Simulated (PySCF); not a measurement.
Geometry (Å), atoms numbered from 1 in this order:
```xyz
14

B     3.1178    0.0168   -0.0608
S     1.7251   -0.4202   -1.0384
C     0.2699   -0.0936    0.0217
C    -1.0122   -0.1317   -0.7926
C    -2.2414    0.1488    0.0574
H     2.9838    0.4449    1.0595
H     4.1956   -0.1359   -0.5777
H     0.2510   -0.8563    0.8154
H     0.4058    0.8870    0.5016
H    -0.9420    0.6032   -1.6124
H    -1.1053   -1.1190   -1.2763
H    -2.1858    1.1439    0.5269
H    -2.3494   -0.5929    0.8649
H    -3.1597    0.1174   -0.5477
```

Geometry: PBE0-D3(BJ)/def2-SVP; GIAO absolute shieldings from PySCF, gas phase, non-relativistic, averaged over equivalent atoms.

At B3LYP/pcSseg-1 (137 basis functions, 11 s wall time on 1 thread of an Arm Neoverse V1, shared host):
| atoms | σ (ppm) |
| --- | --- |
| B1 | 30.0 |
| S2 | 306.5 |
| C3 | 134.6 |
| C4 | 151.0 |
| C5 | 162.7 |
| H6/H7 | 24.57 |
| H8/H9 | 28.68 |
| H10/H11 | 29.84 |
| H12/H13/H14 | 30.31 |

Task: Predict the values at B97-2/pcSseg-1 on the same geometry.

Result: 
| atoms | σ at B97-2/pcSseg-1 | change |
| --- | --- | --- |
| B1 | 37.8 | +7.8 |
| S2 | 346.5 | +40.0 |
| C3 | 141.1 | +6.5 |
| C4 | 156.7 | +5.7 |
| C5 | 167.3 | +4.6 |
| H6/H7 | 24.55 | -0.02 |
| H8/H9 | 28.69 | +0.01 |
| H10/H11 | 29.85 | +0.01 |
| H12/H13/H14 | 30.31 | +0.00 |

The largest change is at S2 (sulfur bonded to C, B). Cost: 137 basis functions, 10 s wall time on 1 thread of an Arm Neoverse V1, shared host. The order of the carbon signals is the same at both levels.
